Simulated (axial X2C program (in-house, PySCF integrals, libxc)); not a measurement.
## CuP⁻: properties at the nuclei

Computed with an axial X2C code built on PySCF integrals: two-component X2C with atomic mean-field Coulomb and Gaunt terms, Gaussian nuclei, basis Cu dyall-acv3z, P dyall-av3z with contracted cores.

R = 2.097 Å (near the PBE0 minimum at charge -1 of the determinant lowest at the starting distance; the state shown can have its own minimum elsewhere).

Determinant lowest in the PBE0 search, Ω = 3/2 (⟨Sz⟩ = 0.50, ⟨Lz⟩ = 1.00 at PBE0), spin on the atoms Cu -0.01, P 0.52:

| level | Eeff magnitude (GV/cm) | Ws magnitude Cu (kHz) | A∥/gI Cu (MHz) | qzz Cu (a.u.) | A∥/gI P (MHz) | qzz P (a.u.) |
| --- | --- | --- | --- | --- | --- | --- |
| PBE0 | 0.156 | 0.0319 | -10.3 | 1.03 | 99.8 | 0.34 |
| HF | 1.25 | 0.33 | -242 | 0.01 | 108 | 0.66 |
| PBE50 | 0.212 | 0.0488 | -60.6 | 0.73 | 101 | 0.20 |
| r2SCAN | 0.119 | 0.0194 | 38.3 | 1.25 | 111 | 0.43 |
| TPSSh | 0.104 | 0.0171 | 26.4 | 1.17 | 103 | 0.42 |

Determinant 0.03 eV from it at PBE0 and this distance, Ω = 1/2 (⟨Sz⟩ = -0.50, ⟨Lz⟩ = 1.00 at PBE0), spin on the atoms Cu 0.02, P -0.52:

| level | Eeff magnitude (GV/cm) | Ws magnitude Cu (kHz) | A∥/gI Cu (MHz) | qzz Cu (a.u.) | A∥/gI P (MHz) | qzz P (a.u.) |
| --- | --- | --- | --- | --- | --- | --- |
| PBE0 | 0.167 | 0.106 | 343 | 1.03 | 594 | 0.33 |
| HF | 1.25 | 0.987 | 884 | 0.01 | 526 | 0.64 |
| PBE50 | 0.218 | 0.151 | 421 | 0.72 | 598 | 0.19 |
| r2SCAN | 0.136 | 0.0736 | 326 | 1.24 | 472 | 0.41 |
| TPSSh | 0.117 | 0.0635 | 308 | 1.16 | 534 | 0.40 |

Eeff is the effective electric field on the electron electric dipole moment in this Ω state and Ws the scalar–pseudoscalar constant of the nucleus named (defined with the proton number Z and per Ω); A∥ (defined per Ω) follows by multiplying with gI = μI/(I μN); qzz is the electric field gradient, eQq0 = 234.96 MHz × Q/barn × qzz. The operators were transformed with the bare-nucleus X2C matrices; with these basis sets, hyperfine constants and field gradients can be off by tens of per cent, and where levels differ in sign neither size nor sign is settled.

(1) With gI(31P) = 2.2632 (g factors from the IAEA table of nuclear moments by Stone), turn the PBE0 values of the first state into constants in MHz.

Each state is one determinant with collinear spin. Unrestricted Hartree–Fock can overshoot spin polarisation at the nuclei. For an anion, determinants above electron detachment, or with a positive highest level, are held by the basis set. Where Eeff spreads by more than a factor of two the levels disagree and none is to be relied on. States lie within half an eV, so the first need not be the ground state. Further determinants of the search, some of them spin-mixed, are not shown. Where a field gradient or hyperfine factor spreads by more than a factor of two over the levels, a constant derived from it is not to be relied on. PBE0 term energies can be off by some tenths of an eV.

## Answers

(1) A∥(31P) = 99.8 × 2.2632 = 226 MHz.
